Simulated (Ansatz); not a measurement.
Geometry optimisation, RKS B3LYP-D4/def2-SVP in Ansatz.

The input (input.yaml):

```yaml
crystal:
  periodic: [false, false, false]
  atoms:
    - { symbol: Si, position_ang: [-0.050443, 0.118196, 0.14196] }
    - { symbol: "N", position_ang: [-0.017839, 0.064428, 1.918965] }
    - { symbol: H, position_ang: [-0.927241, 0.072202, 2.379303] }
    - { symbol: H, position_ang: [0.598254, 0.749894, 2.355689] }
    - { symbol: Cl, position_ang: [1.858645, 0.319024, -0.561582] }
    - { symbol: Cl, position_ang: [-1.094121, 1.778561, -0.530511] }
    - { symbol: Cl, position_ang: [-1.079747, -1.498573, -0.573475] }
    - { symbol: Br, position_ang: [1.730692, -2.789125, 1.066972] }
    - { symbol: H, position_ang: [1.0298, -1.921307, 2.07318] }
basis:
  gaussian: { orbitals: def2-SVP }
hamiltonian:
  xc: b3lyp
  dispersion: d4
relax:
  f_tol: 0.03
  max_steps: 50
```

Launched with:

```bash
$ ansatz run input.yaml --threads 4 --pin off --max-ram 5120MiB --backend cpu --events-out ev --progress --plain --runs-dir out
```

Task: Where does it end, and by what steps?

Result: The forces met the threshold. After 8 steps the energy has fallen by 0.310 eV; Br8 moved furthest, 0.84 Å.

```json
{"step": "0", "energy less start (eV)": "0.0000", "largest force component (eV/Å)": "1.156", "accepted": "yes"}
{"step": "1", "energy less start (eV)": "-0.1705", "largest force component (eV/Å)": "0.771", "accepted": "yes"}
{"step": "2", "energy less start (eV)": "-0.2218", "largest force component (eV/Å)": "0.357", "accepted": "yes"}
{"step": "3", "energy less start (eV)": "-0.2707", "largest force component (eV/Å)": "0.218", "accepted": "yes"}
{"step": "4", "energy less start (eV)": "-0.2892", "largest force component (eV/Å)": "0.488", "accepted": "yes"}
{"step": "5", "energy less start (eV)": "-0.3047", "largest force component (eV/Å)": "0.158", "accepted": "yes"}
{"step": "6", "energy less start (eV)": "-0.3100", "largest force component (eV/Å)": "0.069", "accepted": "yes"}
{"step": "7", "energy less start (eV)": "-0.3102", "largest force component (eV/Å)": "0.071", "accepted": "yes"}
{"step": "8", "energy less start (eV)": "-0.3103", "largest force component (eV/Å)": "0.010", "accepted": "yes"}
```

```xyz
9
Properties=species:S:1:pos:R:3
Si -0.134 0.257 0.057
N 0.064 -0.060 1.745
H -0.777 -0.275 2.279
H 0.663 0.576 2.270
Cl 1.738 0.419 -0.752
Cl -1.171 1.995 -0.339
Cl -1.176 -1.315 -0.737
Br 1.792 -2.978 1.882
H 1.050 -1.726 1.865
```

Whether the end is a true minimum wasn't checked by a vibrational analysis.

The run took 28 s on 4 threads of Arm Neoverse V2, on a shared host, peak memory 0.41 GiB.
